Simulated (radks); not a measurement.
Species: the mercury ion Hg3+. Configuration: [Xe] 4f14 5d9. Calculated with a radial shooting solver on a logarithmic mesh with Libxc functionals: Dirac Kohn-Sham, HCTH/407, spin-unpolarised, spherical densities, finite nucleus; open shells fill j = l - 1/2 first; Fermi nuclear charge, rms radius 5.4648 fm.

Normalised radial functions P(r) = r R(r) (large component), r in bohr:

```
   r/bohr * 5p3/2, o 5d3/2 (the largest magnitude, 1.11, reaches the edge; | marks zero, & curves that meet)
 0.002243                             &
 0.002991                             &
 0.003957                             &
 0.005236                             o*
 0.006984                             o*
 0.009241                             o *
  0.01223                             o  *
  0.01631                             o   *
  0.02158                             |o    *
  0.02855                             |o     *
  0.03808                             |  o   *
  0.05038                             |   o *
   0.0672                             | *   o
  0.08891                         *   |       o
   0.1176                    *        |      o
   0.1569                    *        |   o
   0.2076                          o *|
   0.2747                   o         |          *
   0.3664                  o          |              *
   0.4847                         o   |   *
   0.6414               *             |       o
   0.8554  *                          |                   o
    1.132   *                         |                       o
     1.51              *              |                   o
    1.997                       *     |           o
    2.643                           * |     o
    3.525                             * o
    4.664                             &
```

5p3/2: eigenvalue -96.269 eV, 3 radial nodes at r = 0.0741, 0.212, 0.517 bohr, <r> = 1.06 bohr, 90 % of the charge inside 1.53 bohr. 5d3/2: eigenvalue -44.214 eV, 2 radial nodes at r = 0.186, 0.538 bohr, <r> = 1.35 bohr, 90 % of the charge inside 2.04 bohr.
